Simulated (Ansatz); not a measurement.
`N[SiH2]C(F)F` + `O[SiH3]` → `FC(F)O[SiH3]` + `N[SiH3]` at 298.15 K and 1 bar (substitution at a C–Si bond).

Isolated molecules relaxed with PBE0-D4/def2-TZVP in Ansatz; ΔE leaves out vibrations. CCSD(T)/CBS adds triple-zeta CCSD(T) − MP2 to the extrapolated MP2 energy (def2 sets, frozen cores). This one scheme is used for every species. Each species was taken in one conformer, which may not be the lowest.

| species | CCSD(T)/CBS energy (Eh) | H − E (kJ/mol) | S (J/(mol·K)) |
| --- | --- | --- | --- |
| `N[SiH2]C(F)F` | -584.43886 | 192.4 | 351.6 |
| `O[SiH3]` | -366.69042 | 113.6 | 257.8 |
| `FC(F)O[SiH3]` | -604.32648 | 157.6 | 334.2 |
| `N[SiH3]` | -346.80422 | 145.7 | 264.3 |

H − E and S are ideal-gas, rigid-rotor, harmonic terms from PBE0-D4/def2-TZVP, for one conformer and one mirror image of each species. 1 Eh = 2625.50 kJ/mol, R = 8.31446 J/(mol·K).

By hand: ΔE, ΔH, ΔS and ΔG.

ΔE = (-604.32648) + (-346.80422) − (-584.43886) − (-366.69042) = -0.00142 Eh = -3.7 kJ/mol. Δ(H − E) = 157.6 + 145.7 − 192.4 − 113.6 = -2.7, so ΔH = -6.4 kJ/mol. ΔS = 334.2 + 264.3 − 351.6 − 257.8 = -10.9 J/(mol·K). ΔG = -6.4 − 298.15 × (-10.9)/1000 = -3.2 kJ/mol.

By hand: the equilibrium constant, and the temperature at which ΔG would vanish if ΔH and ΔS stayed fixed.

log₁₀ K = −ΔG/(RT ln 10) = 0.6. ΔG = 0 at ΔH/ΔS = 587 K, though so small a ΔH makes that figure unsure.

TΔS isn't small against ΔH here. The sign of ΔG lies within the doubt. A doubt of 5 kJ/mol in ΔE shifts log₁₀ K by 0.9 here. Other conformers and mirror images would add mixing entropy, several J/(mol·K) or more a flexible species. Modes under 60 cm⁻¹, often nearly free rotors, make the harmonic entropy too high. These are equilibria of isolated gas molecules and say nothing of rates. Largest T1 diagnostic: 0.012 (customary marks: 0.02 for closed shells, 0.045 for open ones).
